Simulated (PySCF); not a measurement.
C3H9Se (charge +1).
Numbering: `[CH3:1][Se+:2]([CH3:3])[CH3:4]` (hydrogens: H5, H6, H7 on C1; H8, H9, H10 on C3; H11, H12, H13 on C4)

Geometry (PBE0-D3(BJ)/def2-SVP, Å), atoms numbered from 1 in this order:
```xyz
13
C3H9Se angstrom
C     -0.375    1.641    0.355
Se    -0.165   -0.170    0.989
C      1.596   -0.556    0.301
C     -1.240   -1.102   -0.314
H     -0.126    1.695   -0.712
H      0.293    2.277    0.952
H     -1.419    1.931    0.535
H      1.632   -0.344   -0.776
H      1.803   -1.616    0.504
H      2.308    0.072    0.853
H     -0.959   -0.784   -1.327
H     -1.067   -2.177   -0.173
H     -2.291   -0.865   -0.101
```

Level of theory: core-valence-separated Tamm–Dancoff BHandHLYP/aug-pcX-1 (pcseg-1 on H, def2-SVPD on Se) in PySCF, non-relativistic, gas phase, PBE0-D3(BJ)/def2-SVP geometry.

Computed carbon K-edge spectrum, Gaussian lines of 0.5 eV full width, highest printed point 100; it ends one width below the last computed root. No empirical shift is added; at this level the pattern usually sits a few eV under experiment.

(photon energy (eV), absorption): (283.7, 1), (283.8, 3), (283.9, 9), (284.0, 23), (284.1, 46), (284.2, 74), (284.3, 96), (284.4, 100), (284.5, 83), (284.6, 55), (284.7, 30), (284.8, 13), (284.9, 4), (285.0, 1), (285.1, 0), (285.2, 0), (285.3, 0), (285.4, 0), (285.5, 0), (285.6, 0), (285.7, 0), (285.8, 0), (285.9, 0), (286.0, 0), (286.1, 0), (286.2, 0), (286.3, 0), (286.4, 1), (286.5, 2), (286.6, 5), (286.7, 8), (286.8, 11), (286.9, 14), (287.0, 14), (287.1, 13), (287.2, 10), (287.3, 8), (287.4, 10), (287.5, 21), (287.6, 43)

**Question.** Where are the maxima, and which lines make them up?

**Answer.** 2 maxima:
- 284.4 eV: C1/C3/C4 (sp3 carbon bound to selenium), 284.37 eV, f = 0.178, sum of 3, 100 % of the height at the exact maximum
- 287.0 eV: C1/C3/C4 (sp3 carbon bound to selenium), 287.07 eV, f = 0.017, sum of 3, 62 % of the height at the exact maximum; C1/C3/C4 (sp3 carbon bound to selenium), 286.83 eV, f = 0.012, sum of 3, 38 % of the height at the exact maximum

Roots within 0.03 eV on the same or equivalent atoms count as one line; shares under 12 % aren't listed.

Vibrational structure and lifetime widths aren't in the curve. The ionisation threshold wasn't computed; near and above it a finite basis only mimics Rydberg series and continuum. Relativistic effects, spin–orbit coupling among them, are left out although an element past zinc is present.

Rough CPU time on one thread of a shared machine: about 19 s.
